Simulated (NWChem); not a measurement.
# DABCO (C6H12N2); SMILES C1CN2CCN1CC2

```xyz
20

C     -0.3553     1.3260    -0.7786
C     -0.3553     1.3260     0.7786
N      0.0000     0.0000     1.2670
C      1.3260    -0.3553     0.7786
C      1.3260    -0.3553    -0.7786
N      0.0000     0.0000    -1.2670
C     -0.9707    -0.9707    -0.7786
C     -0.9707    -0.9707     0.7786
H     -1.3443     1.5941    -1.1852
H      0.3671     2.0527    -1.1852
H      0.3671     2.0527     1.1852
H     -1.3443     1.5941     1.1852
H      1.5941    -1.3443     1.1852
H      2.0527     0.3671     1.1852
H      1.5941    -1.3443    -1.1852
H      2.0527     0.3671    -1.1852
H     -0.7084    -1.9612    -1.1852
H     -1.9612    -0.7084    -1.1852
H     -1.9612    -0.7084     1.1852
H     -0.7084    -1.9612     1.1852
```
Atoms are numbered in this order, from 1.

Computed with NWChem. Pople sets run with spherical d functions. The geometry was optimised at PBE0/def2-SVP. Not confirmed as a minimum by frequencies. GIAO values for the isolated, static molecule; σ is the absolute isotropic shielding, δ = σ(reference) − σ with the isolated reference molecule computed at the same levels (13C: tetramethylsilane, 1H: tetramethylsilane, 15N: ammonia).

For level B3LYP/6-31G*:

| Item | Value |
|---|---|
| δ C1 (ppm) | 47.6 |
| δ N3 (ppm) | 12.2 |

How do the values read with level PBE/pcSseg-1 instead?


| Item | Result |
|---|---|
| δ C1 (ppm) | 52.4 |
| δ N3 (ppm) | 33.0 |
